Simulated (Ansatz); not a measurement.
`[SiH3]O[Si]Br` + `[SiH3]N[SiH3]` → `[SiH3]N([SiH3])[Si]Br` + silanol at 600 K and 1 bar (ligand exchange at the Si–O bond).

Computed with Ansatz on PBE0-D4/def2-TZVP structures; ΔE is electronic, products minus reactants. CBS: MP2 limit from def2 TZ/QZ plus the TZ coupled-cluster correction, frozen cores. This one scheme is used for every species. For Br outer-core shells are correlated without core-valence functions, which leaves a few kJ/mol of doubt a bond. Scalar relativity is left out up to krypton. Each species was taken in one conformer, which may not be the lowest.

| species | CCSD(T)/CBS energy (Eh) | H − E (kJ/mol) | S (J/(mol·K)) |
| --- | --- | --- | --- |
| `[SiH3]O[Si]Br` | -3228.55316 | 132.9 | 425.8 |
| `[SiH3]N[SiH3]` | -637.10515 | 230.1 | 420.5 |
| `[SiH3]N([SiH3])[Si]Br` | -3498.95213 | 227.5 | 501.7 |
| `O[SiH3]` | -366.69042 | 135.7 | 307.9 |

H − E and S are ideal-gas, rigid-rotor, harmonic terms from PBE0-D4/def2-TZVP, for one conformer and one mirror image of each species. 1 Eh = 2625.50 kJ/mol, R = 8.31446 J/(mol·K).

By hand: ΔE, ΔH, ΔS and ΔG.

ΔE = (-3498.95213) + (-366.69042) − (-3228.55316) − (-637.10515) = 0.01576 Eh = 41.4 kJ/mol. Δ(H − E) = 227.5 + 135.7 − 132.9 − 230.1 = 0.2, so ΔH = 41.6 kJ/mol. ΔS = 501.7 + 307.9 − 425.8 − 420.5 = -36.7 J/(mol·K). ΔG = 41.6 − 600 × (-36.7)/1000 = 63.6 kJ/mol.

By hand: the equilibrium constant, and the temperature at which ΔG would vanish if ΔH and ΔS stayed fixed.

log₁₀ K = −ΔG/(RT ln 10) = -5.5. ΔH and −TΔS have one sign here, so there is no such temperature.

TΔS isn't small against ΔH here. A doubt of 5 kJ/mol in ΔE shifts log₁₀ K by 0.4 here. Other conformers and mirror images would add mixing entropy, several J/(mol·K) or more a flexible species. Modes under 60 cm⁻¹, often nearly free rotors, make the harmonic entropy too high. These are equilibria of isolated gas molecules and say nothing of rates. Largest T1 diagnostic: 0.012 (customary marks: 0.02 for closed shells, 0.045 for open ones).
